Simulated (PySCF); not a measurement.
Fill in the blanks.

Species: 3,3-dimethyl-1-butanol, C₆H₁₄O.
InChI=1S/C6H14O/c1-6(2,3)4-5-7/h7H,4-5H2,1-3H3

Conformer (atom-mapped SMILES and torsion angles): `[CH3:1][C:2]([CH3:3])([CH3:4])[CH2:5][CH2:6][OH:7]`: C1–C2–C5–C6 180°, C2–C5–C6–O7 -177°, H–O7–C6–C5 -58°.

| property | level | value |
| --- | --- | --- |
| rotational constants A, B, C | PBE0-D3(BJ)/def2-SVP | 4.138, 1.410, 1.394 GHz |
| dipole moment | CAM-B3LYP/def2-SVPD | ? |
| HOMO energy | CAM-B3LYP/def2-SVPD | -9.26 eV |
| LUMO energy | CAM-B3LYP/def2-SVPD | ? |
| lowest singlet excitation | TDDFT CAM-B3LYP/def2-SVPD | ? |
| static isotropic polarisability | CAM-B3LYP/def2-SVPD | 79.5 au |
| electronic spatial extent ⟨r²⟩ about the centre of nuclear charge | CAM-B3LYP/def2-SVPD | 1014 bohr² |

The electronic properties come from PySCF, for the isolated species, density fitting. Geometry: PBE0-D3(BJ)/def2-SVP, one conformer, isolated molecule.

Task: The lowest singlet excitation?

Result: 6.98 eV (178 nm, f = 0.008).

Task: Give the dipole moment.

Result: 1.84 D.

Task: The LUMO energy?

Result: 1.15 eV.

No computed singlet falls in the visible range (750 to 380 nm, 1.65 to 3.26 eV); S1 lies 3.72 eV above its blue end. The rotational constants are those of a nearly prolate symmetric top. The dipole matches unit charges of opposite sign 0.38 Å apart (1 e·Å = 4.8032 D).
